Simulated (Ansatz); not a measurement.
Consider the ligand exchange at the Si–O bond: `[SiH3][O][Hf]([Cl])([Cl])[Cl]` + `O[SiH](Br)O[SiH3]` → `[SiH3]O[SiH](Br)O[SiH3]` + `[OH][Hf]([Cl])([Cl])[Cl]`.

Isolated molecules relaxed with PBE0-D4/def2-TZVP in Ansatz; ΔE leaves out vibrations. CCSD(T)/CBS adds triple-zeta CCSD(T) − MP2 to the extrapolated MP2 energy (def2 sets, frozen cores). Functionals use def2-TZVPP. B3LYP here is the variant with VWN-RPA as its local correlation; programs differ in this. def2 core potentials past Kr. For Br, Hf outer-core shells are correlated without core-valence functions, which leaves a few kJ/mol of doubt a bond. Scalar relativity is left out up to krypton. One conformer a species, not always the lowest.

(1) Is it downhill or uphill in electronic energy at CCSD(T)/CBS, and by how much? (Estimate.)

(2) What do these levels give: PBE-D4, B3LYP-D4, ωB97M-V, B2PLYP, r2SCAN, B3LYP, HF/def2-TZVPP, MP2/def2-TZVPP, CCSD/def2-TZVPP, CCSD(T)/def2-TZVPP, HF/def2-QZVPP, CCSD/CBS(def2)? (An estimate is asked.)

Largest T1 diagnostic among the species: 0.014.

Results:

(1) Computed: Uphill: ΔE = +6.1 kJ/mol.

(2) Ansatz gave: PBE-D4 7.4, B3LYP-D4 4.3, ωB97M-V 4.7, B2PLYP 9.7, r2SCAN 7.6, B3LYP 9.4, HF/def2-TZVPP 6.6, MP2/def2-TZVPP 10.3, CCSD/def2-TZVPP 9.3, CCSD(T)/def2-TZVPP 10.1, HF/def2-QZVPP 6.5, CCSD/CBS(def2) 5.3 kJ/mol.

In def2-TZVPP, CCSD(T) changes the Hartree–Fock value by +3.5 kJ/mol (the triples alone add +0.8 kJ/mol) and MP2 by +3.7 kJ/mol. The D4 term adds −5.0 kJ/mol with B3LYP and −2.8 kJ/mol with PBE0; it sums over pairs of atoms, weighted by their polarisabilities, and B3LYP, whose exchange is more repulsive, gets the larger term.
